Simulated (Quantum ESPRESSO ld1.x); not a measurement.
Problem. Isoelectronic series with 17 electrons, each ion in its NIST ground configuration. All-electron calculation, scalar-relativistic Kohn-Sham, LDA (Slater exchange, Perdew-Wang correlation), spin-polarised, spherical densities, point nucleus; open shells are filled with parallel spins first. Program: ld1.x of Quantum ESPRESSO 7.5. Total energies (hartree) and mean radii <r> (bohr):

| ion | configuration | E (hartree) | 3p down | 3p up |
|---|---|---|---|---|
| Cl | [Ne] 3s2 3p5 | -460.1244 | 1.861 | 1.832 |
| K2+ | [Ne] 3s2 3p5 | -599.2306 | 1.359 | 1.350 |
| Ca3+ | [Ne] 3s2 3p5 | -676.1410 | 1.209 | 1.203 |
| Sc4+ | [Ne] 3s2 3p5 | -757.9583 | 1.091 | 1.087 |
| Ti5+ | [Ne] 3s2 3p5 | -844.6894 | 0.9965 | 0.9931 |
| V6+ | [Ne] 3s2 3p5 | -936.3433 | 0.9177 | 0.9150 |
| Cr7+ | [Ne] 3s2 3p5 | -1032.9311 | 0.8510 | 0.8488 |
| Mn8+ | [Ne] 3s2 3p5 | -1134.4650 | 0.7938 | 0.7920 |
| Fe9+ | [Ne] 3s2 3p5 | -1240.9587 | 0.7440 | 0.7425 |
| Co10+ | [Ne] 3s2 3p5 | -1352.4270 | 0.7003 | 0.6990 |
| Ni11+ | [Ne] 3s2 3p5 | -1468.8857 | 0.6616 | 0.6604 |
| Cu12+ | [Ne] 3s2 3p5 | -1590.3516 | 0.6270 | 0.6260 |
| Zn13+ | [Ne] 3s2 3p5 | -1716.8422 | 0.5959 | 0.5950 |
| Ga14+ | [Ne] 3s2 3p5 | -1848.3764 | 0.5677 | 0.5670 |
| Ge15+ | [Ne] 3s2 3p5 | -1984.9737 | 0.5422 | 0.5415 |
| As16+ | [Ne] 3s2 3p5 | -2126.6546 | 0.5188 | 0.5182 |
| Se17+ | [Ne] 3s2 3p5 | -2273.4405 | 0.4974 | 0.4968 |
| Br18+ | [Ne] 3s2 3p5 | -2425.3537 | 0.4777 | 0.4772 |
| Kr19+ | [Ne] 3s2 3p5 | -2582.4174 | 0.4595 | 0.4590 |
| Rb20+ | [Ne] 3s2 3p5 | -2744.6560 | 0.4426 | 0.4422 |

Estimate the row of Ar+ ([Ne] 3s2 3p5).

Solution. E (hartree) -527.2241; 3p down 1.561; 3p up 1.547.
